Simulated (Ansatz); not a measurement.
`[OH][Hf]([F])([F])[I]` + H–F → `[F][Hf]([F])([F])[I]` + H₂O at 500 K and 1 bar (ligand exchange at the Hf–O bond).

Isolated molecules relaxed with PBE0-D4/def2-TZVP in Ansatz; ΔE leaves out vibrations. CCSD(T)/CBS is the MP2 limit (def2-TZVPP, def2-QZVPP) plus CCSD(T) − MP2 in def2-TZVPP, frozen cores. This one scheme is used for every species. def2 core potentials past Kr. For Hf, I outer-core shells are correlated without core-valence functions, which leaves a few kJ/mol of doubt a bond. Each species was taken in one conformer, which may not be the lowest.

```tsv
species	CCSD(T)/CBS energy (Eh)	H − E (kJ/mol)	S (J/(mol·K))
`[OH][Hf]([F])([F])[I]`	-621.00680	90.8	454.0
H–F	-100.39570	39.4	188.7
`[F][Hf]([F])([F])[I]`	-645.03670	58.0	421.8
H₂O	-76.37941	73.2	206.3
```

H − E and S are ideal-gas, rigid-rotor, harmonic terms from PBE0-D4/def2-TZVP, for one conformer and one mirror image of each species. 1 Eh = 2625.50 kJ/mol, R = 8.31446 J/(mol·K).

By hand: ΔE, ΔH, ΔS and ΔG.

ΔE = (-645.03670) + (-76.37941) − (-621.00680) − (-100.39570) = -0.01361 Eh = -35.7 kJ/mol. Δ(H − E) = 58.0 + 73.2 − 90.8 − 39.4 = 1.0, so ΔH = -34.7 kJ/mol. ΔS = 421.8 + 206.3 − 454.0 − 188.7 = -14.6 J/(mol·K). ΔG = -34.7 − 500 × (-14.6)/1000 = -27.4 kJ/mol.

By hand: the equilibrium constant, and the temperature at which ΔG would vanish if ΔH and ΔS stayed fixed.

log₁₀ K = −ΔG/(RT ln 10) = 2.9. ΔG = 0 at ΔH/ΔS = 2377 K, though so small a ΔS makes that figure unsure.

The number of gas molecules stays the same, so ΔS is small and ΔH decides. A doubt of 5 kJ/mol in ΔE shifts log₁₀ K by 0.5 here. Other conformers and mirror images would add mixing entropy, several J/(mol·K) or more a flexible species. These are equilibria of isolated gas molecules and say nothing of rates. Largest T1 diagnostic: 0.015 (customary marks: 0.02 for closed shells, 0.045 for open ones).
